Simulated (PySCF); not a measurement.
GeH₇NSi₂, SMILES [NH]1[SiH2][SiH2][GeH2]1.

The structure is a stationary point at ωB97X-D3(BJ)/def2-SVP. This is a generated structure with no PubChem entry under its InChIKey; it may be hypothetical.

All values below come from TDA-PBE/def2-SVPD (PySCF).

Vertical excitations. Gas-phase values at a fixed geometry. State labels are in the subgroup Cs.

```json
[
 {"state": "S1", "symmetry": "A\"", "energy (eV)": "4.58", "λ (nm)": "271", "f": "0.001", "main pairs": "HOMO→LUMO 99 %"},
 {"state": "S2", "symmetry": "A\"", "energy (eV)": "5.03", "λ (nm)": "246", "f": "0.002", "main pairs": "HOMO→LUMO+2 99 %"},
 {"state": "S3", "symmetry": "A'", "energy (eV)": "5.24", "λ (nm)": "237", "f": "0.100", "main pairs": "HOMO−1→LUMO 95 %"},
 {"state": "S4", "symmetry": "A'", "energy (eV)": "5.33", "λ (nm)": "233", "f": "0.006", "main pairs": "HOMO→LUMO+1 96 %"},
 {"state": "S5", "symmetry": "A\"", "energy (eV)": "5.63", "λ (nm)": "220", "f": "0.007", "main pairs": "HOMO→LUMO+3 99 %"},
 {"state": "S6", "symmetry": "A\"", "energy (eV)": "5.72", "λ (nm)": "217", "f": "0.000", "main pairs": "HOMO−1→LUMO+1 98 %"},
 {"state": "S7", "symmetry": "A'", "energy (eV)": "5.96", "λ (nm)": "208", "f": "0.111", "main pairs": "HOMO−1→LUMO+2 78 %, HOMO−1→LUMO+3 12 %"},
 {"state": "S8", "symmetry": "A'", "energy (eV)": "6.24", "λ (nm)": "199", "f": "0.030", "main pairs": "HOMO−1→LUMO+3 81 %"},
 {"state": "S9", "symmetry": "A\"", "energy (eV)": "6.27", "λ (nm)": "198", "f": "0.023", "main pairs": "HOMO→LUMO+4 94 %"},
 {"state": "S10", "symmetry": "A'", "energy (eV)": "6.31", "λ (nm)": "196", "f": "0.022", "main pairs": "HOMO−2→LUMO 87 %"},
 {"state": "T1", "symmetry": "A\"", "energy (eV)": "4.35", "λ (nm)": "285", "f": "0", "main pairs": "HOMO→LUMO 100 %"},
 {"state": "T2", "symmetry": "A'", "energy (eV)": "4.69", "λ (nm)": "264", "f": "0", "main pairs": "HOMO−1→LUMO 98 %"},
 {"state": "T3", "symmetry": "A'", "energy (eV)": "4.80", "λ (nm)": "258", "f": "0", "main pairs": "HOMO→LUMO+1 99 %"},
 {"state": "T4", "symmetry": "A\"", "energy (eV)": "4.93", "λ (nm)": "252", "f": "0", "main pairs": "HOMO→LUMO+2 98 %"}
]
```
Triplets are in the Tamm–Dancoff approximation.
